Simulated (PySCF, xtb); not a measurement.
SiFCl₂, SMILES F[Si](Cl)Cl, multiplicity 2.

Harmonic wavenumbers (cm⁻¹) from GFN2-xTB in xtb at its own minimum, in rising order: 127, 187, 234, 457, 544, 776.

Problem. What does PySCF with PBE-D3(BJ)/def2-SVP give at its own minimum? (Estimate from the structure and the level; the computed values follow.)

Solution. 157, 216, 270, 490, 581, 869. Paired by order, the mean absolute difference is 43 cm⁻¹ and the zero-point energies are 3.3 and 3.7 kcal/mol.
